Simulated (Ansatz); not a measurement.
Input:

```yaml
crystal:
  periodic: [false, false, false]
  atoms:
    - { symbol: B, position_ang: [-0.16381, 2.12974, -1.36122] }
    - { symbol: C, position_ang: [0.3245, 1.04203, -0.7004] }
    - { symbol: C, position_ang: [0.76796, -0.01969, -0.05085] }
    - { symbol: Si, position_ang: [-0.34852, -1.26369, 0.84144] }
    - { symbol: H, position_ang: [-0.5585, 3.0487, -1.91985] }
    - { symbol: H, position_ang: [1.84139, -0.20517, -0.01187] }
    - { symbol: H, position_ang: [0.50088, -2.33529, 1.37011] }
    - { symbol: H, position_ang: [-1.32131, -1.81086, -0.10593] }
    - { symbol: H, position_ang: [-1.04259, -0.58576, 1.93857] }
basis:
  gaussian: { orbitals: def2-SVP }
hamiltonian:
  xc: pbe
relax:
  f_tol: 0.015
  max_steps: 40
```

Run as:

```bash
$ ansatz run input.yaml --threads 1 --pin off --max-ram 2048MiB --backend cpu --events-out ev --progress --plain --runs-dir out
```

Hardware: 1 thread of Arm Neoverse V2, with other jobs on the host.

Task: Roughly how long does this run take, and how much memory?

Result: 61 s, with a peak of 0.12 GiB, for 27 ionic steps.
